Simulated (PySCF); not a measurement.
Predicted microwave data (PBE0-D3(BJ)/def2-SVP geometry optimisation, gas phase (PySCF)) for one isomer of C3H8GeS:

| Item | Value |
| --- | --- |
| Rotational constants | A = 3652, B = 1765, C = 1226 MHz |
| Dipole components | \|μa\| = 0.97 D, \|μb\| = 1.31 D, \|μc\| = 0.00 D |
| Inertial defect | -12.60 u·Å² |
| κ | -0.56 |

Problem. Which candidate fits, each taken in the one conformer that was computed?
A. `[CH2:1]=[CH:2][GeH2:3][S:4][CH3:5]` with C1–C2–Ge3–S4 -111°, C2–Ge3–S4–C5 58°
B. `[SH:1][C@@H:2]1[CH2:3][CH2:4][GeH2:5]1` with H–S1–C2–C3 -63°, S1–C2–C3–C4 -85°, C2–C3–C4–Ge5 -23°, C3–C4–Ge5–C2 18°, S1–C2–Ge5–C4 97°
C. `[CH2:1]=[CH:2][CH2:3][GeH2:4][SH:5]` with C1–C2–C3–Ge4 -99°, C2–C3–Ge4–S5 58°, C3–Ge4–S5–H -41°
D. `[CH3:1][GeH2:2][C:3]([CH3:4])=[S:5]` with C1–Ge2–C3–C4 179°

Solution. D. It is [CH3][GeH2][C](C)=S, an asymmetric top. The candidates at the same level (rigid rotor, commonest isotopes):

```json
{"SMILES": "C=[CH][GeH2][S]C", "A (MHz)": "3647", "B (MHz)": "1760", "C (MHz)": "1324", "μa (D)": "1.37", "μb (D)": "1.37", "μc (D)": "0.51", "Δ (u·Å²)": "-44.07", "point group": "C1", "rotor": "asymmetric top"}
{"SMILES": "S[C@@H]1C[CH2][GeH2]1", "A (MHz)": "4104", "B (MHz)": "1856", "C (MHz)": "1490", "μa (D)": "0.59", "μb (D)": "1.26", "μc (D)": "0.67", "Δ (u·Å²)": "-56.41", "point group": "C1", "rotor": "asymmetric top"}
{"SMILES": "C=C[CH2][GeH2][SH]", "A (MHz)": "3163", "B (MHz)": "1851", "C (MHz)": "1249", "μa (D)": "1.46", "μb (D)": "1.36", "μc (D)": "0.14", "Δ (u·Å²)": "-28.19", "point group": "C1", "rotor": "asymmetric top"}
{"SMILES": "[CH3][GeH2][C](C)=S", "A (MHz)": "3652", "B (MHz)": "1765", "C (MHz)": "1226", "μa (D)": "0.97", "μb (D)": "1.31", "μc (D)": "0.00", "Δ (u·Å²)": "-12.60", "point group": "near Cs", "rotor": "asymmetric top"}
```

`C=[CH][GeH2][S]C` has C 8 % too high; `S[C@@H]1C[CH2][GeH2]1` has C 22 % too high; `C=C[CH2][GeH2][SH]` has A 13 % too low. No structure here is proved a minimum.
